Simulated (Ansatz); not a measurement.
Gas-phase electronic energies from Ansatz, PBE0-D4/def2-TZVP geometries. CCSD(T)/CBS adds triple-zeta CCSD(T) − MP2 to the extrapolated MP2 energy (def2 sets, frozen cores). This one scheme is used for every species. Functionals use def2-TZVPP. Elements past krypton have def2 core potentials. For Sn outer-core shells are correlated without core-valence functions, which leaves a few kJ/mol of doubt a bond. One conformer a species, not always the lowest.

Reaction (ligand exchange at the Sn–Cl bond): `[Cl][Sn][Cl]` + H₂S → `[SH][Sn][Cl]` + HCl

```tsv
level	ΔE (eV)
PBE-QIDH	0.31
r2SCAN0	0.33
```

What does CCSD(T)/CBS give? (Best estimate.)

Ansatz gave: +0.32 eV. The listed levels differ from it by -0.01, 0.01 eV.

Largest T1 diagnostic among the species: 0.015.

Leaving LDA and LC-ωPBE aside and taking each functional with its dispersion term where it has one, the values, not all of them listed here, spread over 0.09 eV, from revPBE-D4 to CAM-B3LYP-D4. LDA lies −0.06 eV from PBE without D4. From BLYP to BHLYP (50 % exact exchange), in def2-TZVPP and without D4, ΔE moves by +0.03 eV.
